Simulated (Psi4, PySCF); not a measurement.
Torsional profile of heptane, SMILES C(CCC)CCC (C7H16), singlet. Scanned: dihedral C4–C3–C2–C1; all other coordinates were relaxed at GFN2-xTB. Points at φ and −φ are mirror images. Heavy atoms are numbered in the order of the SMILES CCCCCCC, hydrogens after them in the order of the atoms that carry them; the mirror image has the same energies with the sign of each dihedral reversed.

Levels of theory: PBE-D3(BJ)/def2-SVP // GFN2-xTB (Psi4); RKS-BP86/6-31G* = restricted BP86/6-31G*, spherical d, density fitting // GFN2-xTB (PySCF); PBE0-D3(BJ)/def2-SVP // GFN2-xTB (Psi4).

Energies in kJ/mol, each method relative to its own lowest point.

```csv
φ / °,PBE-D3(BJ)/def2-SVP,RKS-BP86/6-31G*,PBE0-D3(BJ)/def2-SVP
-160,3.4,3.0,3.4
-140,10.1,9.4,10.3
-120,13.5,13.0,13.8
-100,9.8,10.2,10.1
-80,3.7,4.9,3.9
-60,2.2,3.7,2.3
-40,7.1,8.9,7.2
-20,16.0,18.1,16.6
0,21.0,23.2,21.8
20,16.0,18.1,16.6
40,7.1,8.9,7.2
60,2.2,3.7,2.3
80,3.7,4.9,3.9
100,9.8,10.2,10.1
120,13.5,13.0,13.8
140,10.1,9.4,10.3
160,3.4,3.0,3.4
180,0.0,0.0,0.0
```
